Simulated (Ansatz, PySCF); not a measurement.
Gas-phase reaction (SMILES): CSB(C)C [dimethyl(methylsulfanyl)borane] -> CB(C)[S] + [CH3] (CH3); the C-S bond at the site shown breaks (other sites are not compared here).

Each molecule is optimised on its own at B3LYP-D3(BJ)/def2-TZVP (Ansatz, a quantum-chemistry and plane-wave program), one conformer each, not searched for the lowest. Cores are frozen in the correlated levels unless marked. UHF or UKS for open shells. Spin-orbit coupling is left out. Non-relativistic. CBS(X,Y): correlation extrapolated as X^-3; Hartree-Fock from the larger set. Thermal terms are rigid-rotor harmonic-oscillator values from B3LYP-D3(BJ) frequencies (Ansatz or PySCF) at 298.15 K and 1 atm. 1 Eh = 627.5095 kcal/mol.

```tsv
species	E, CCSD(T)/CBS(cc-pV(T+d)Z,cc-pV(Q+d)Z) (Ansatz) (Eh)	E, PBE-D3(BJ)/def2-TZVPD (Ansatz + dftd3) (Eh)	H - E (Eh)
CSB(C)C	-542.18125	-542.50877	0.12535
CB(C)[S]	-502.28128	-502.59986	0.08467
[CH3] (CH3)	-39.77878	-39.78905	0.03371
```

### Question
Work out ΔE and ΔH at 298.15 K at the first level, then ΔH at the second.

### Answer

1. ΔE = [(-502.28128) + (-39.77878)] - [(-542.18125)] = 0.12119 Eh = 76.0 kcal/mol at CCSD(T)/CBS(cc-pV(T+d)Z,cc-pV(Q+d)Z).
2. The terms H - E add up to -0.00697 Eh, so ΔH = (0.12119 + (-0.00697))×627.5095 = 71.7 kcal/mol.
3. At PBE-D3(BJ)/def2-TZVPD the same steps give ΔE = 75.2 and ΔH = 70.8 kcal/mol, a shift of -0.9 from the first level.
4. These values are not checked against measurement here, since the tables used lack a sound gas-phase enthalpy of formation for at least one species.
